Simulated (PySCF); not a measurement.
CHCl₂NO₂Si. Atoms are numbered in the order given.

```xyz
8

O      3.3834    -1.0756    -0.4638
C      2.2495    -0.8100    -0.4680
N      1.0773    -0.5466    -0.5031
Si    -0.5099    -0.0415    -0.1573
O     -1.6026    -0.7726    -1.1298
Cl    -0.5759     1.9883    -0.3776
Cl    -0.9874    -0.5387     1.7515
H     -1.5704    -0.5898    -2.0751
```

Geometry: ωB97X-D3(BJ)/def2-SVP. The structure was generated by enumeration, and PubChem lists no compound with its InChIKey, so it may never have been made. One conformer was computed; it need not be the lowest.

Method: SMD-ωB97X/6-31G* in PySCF.

Solvation free energies are E(SMD) − E(gas) at the gas-phase geometry, for 1 M in both phases. In vacuum the dipole moment is 2.12 D.

| solvent | ΔG(solv) (kcal/mol) | its non-electrostatic (CDS) part | dipole (D) |
|---|---|---|---|
| water | -2.7 | 5.8 | 2.67 |
| cyclohexanone | -6.1 | -1.9 | 2.48 |
| N,N-dimethylformamide | -6.5 | -2.0 | 2.50 |
